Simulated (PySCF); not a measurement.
C7H10Si.
Z-matrix (Å and degrees, PBE0-D3(BJ)/def2-SVP geometry), rows numbered from 1:
```
C 
Si  1  1.8803
C   2  1.8806  1  110.97
C   3  1.4037  2  120.71  1   -82.94
C   4  1.3936  3  121.07  2   177.44
C   5  1.3945  4  119.96  3     0.12
C   6  1.3939  5  119.85  4     0.04
C   7  1.3943  6  119.95  5    -0.06
H   1  1.1011  2  110.26  3    61.20
H   1  1.1010  2  111.30  3  -178.71
H   1  1.1008  2  110.62  3   -58.11
H   2  1.4975  1  109.43  3  -120.24
H   2  1.4972  1  110.05  3   120.34
H   4  1.0947  3  119.89  2    -2.88
H   5  1.0929  4  119.97  3   179.87
H   6  1.0929  5  120.07  4   179.84
H   7  1.0929  6  120.08  5   179.75
H   8  1.0944  3  119.82  2     2.84
```

Level: B3LYP/def2-SVPD in PySCF, non-relativistic, on one gas-phase PBE0-D3(BJ)/def2-SVP geometry that isn't relaxed in the solvent. The solvent is an IEF-PCM continuum (cavity from Bondi-type radii × 1.2), and excitations are vertical TDDFT with non-equilibrium linear response and a frozen core. Only the electrostatic response of the medium enters.

| run | E − E(gas) (kcal/mol) | HOMO (eV) | HOMO–LUMO gap (eV) | dipole (D) | lowest singlet (eV) | static polarisability (au) |
| --- | --- | --- | --- | --- | --- | --- |
| gas | 0.00 | -7.09 | 6.27 | 0.79 | 5.25 | 109.3 |
| P | -2.33 | -7.08 | 6.28 | 1.04 | 5.26 | 151.1 |
| Q | -1.69 | -7.07 | 6.28 | 0.97 | 5.26 | 138.7 |

The runs were made in acetone and chloroform. Which run belongs to which solvent?

P = acetone, Q = chloroform. The dielectric constants are 4.711 (chloroform), 20.49 (acetone), and the energy falls further as ε rises. The optical constants n² used for the excitations are 2.09, 1.85 in the same order. In this model the ground state sees the solvent through ε alone.

How constant is the ratio of the lowering to (ε − 1)/(2ε + 1)?

```tsv
solvent	(ε − 1)/(2ε + 1)	E − E(gas) (kcal/mol)	ratio (kcal/mol)	polarisation term (kcal/mol)
chloroform	0.356	-1.69	-4.7	-1.84
acetone	0.464	-2.33	-5.0	-2.63
```

The ratio changes by +5.9 % in size from chloroform to acetone. The polarisation term is half the interaction of the solute with the induced surface charges.

The run took 44 s on an Arm Neoverse V1 with one thread, no GPU (shared host), and the process peaked at 1.0 GiB of memory. This is the whole response run at B3LYP/def2-SVPD in acetone, SCF included.
